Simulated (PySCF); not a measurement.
Isomers of C3H6BrFO, mass 155.959 u with the commonest isotopes. The calculation used PBE0-D3(BJ)/def2-SVP geometry optimisation, gas phase (PySCF 2.14.0). One conformer each, none proved a minimum here; rigid rotors.

Question: Order these by radius of gyration √(Σ m r²/M), largest first.
A. `[OH:1][CH2:2][CH2:3][C@@H:4]([F:5])[Br:6]` with H–O1–C2–C3 71°, O1–C2–C3–C4 175°, C2–C3–C4–F5 -56°
B. `[CH3:1][C@@H:2]([OH:3])[C@H:4]([F:5])[Br:6]` with C1–C2–O3–H 49°, C1–C2–C4–F5 -179°
C. `[CH3:1][C@@H:2]([OH:3])[C@@H:4]([F:5])[Br:6]` with C1–C2–O3–H 69°, C1–C2–C4–F5 171°

Answer: A (1.865 Å), B (1.754 Å), C (1.649 Å).

Question: Order these by rotational constant B, largest first.
A. `[CH3:1][C@@H:2]([OH:3])[C@@H:4]([F:5])[Br:6]` with C1–C2–O3–H 69°, C1–C2–C4–F5 171°
B. `[OH:1][CH2:2][CH2:3][C@@H:4]([F:5])[Br:6]` with H–O1–C2–C3 71°, O1–C2–C3–C4 175°, C2–C3–C4–F5 -56°
C. `[CH3:1][C@@H:2]([OH:3])[C@H:4]([F:5])[Br:6]` with C1–C2–O3–H 49°, C1–C2–C4–F5 -179°

Answer: A (1643 MHz), C (1409 MHz), B (1165 MHz).

Question: Order these by rotational constant C, largest first.
A. `[OH:1][CH2:2][CH2:3][C@@H:4]([F:5])[Br:6]` with H–O1–C2–C3 71°, O1–C2–C3–C4 175°, C2–C3–C4–F5 -56°
B. `[CH3:1][C@@H:2]([OH:3])[C@@H:4]([F:5])[Br:6]` with C1–C2–O3–H 69°, C1–C2–C4–F5 171°
C. `[CH3:1][C@@H:2]([OH:3])[C@H:4]([F:5])[Br:6]` with C1–C2–O3–H 49°, C1–C2–C4–F5 -179°

Answer: B (1343 MHz), C (1075 MHz), A (977.7 MHz).

| SMILES | point group | Ia (u·Å²) | Ib (u·Å²) | Ic (u·Å²) | κ | μa (D) | μb (D) | μc (D) |
| --- | --- | --- | --- | --- | --- | --- | --- | --- |
| OCC[C@@H](F)Br | C1 | 134.10 | 433.85 | 516.91 | -0.87 | 0.16 | 0.75 | 2.10 |
| C[C@@H](O)[C@@H](F)Br | C1 | 163.87 | 307.55 | 376.32 | -0.66 | 0.47 | 1.38 | 1.77 |
| C[C@@H](O)[C@H](F)Br | C1 | 130.66 | 358.75 | 470.28 | -0.76 | 1.01 | 1.96 | 1.68 |
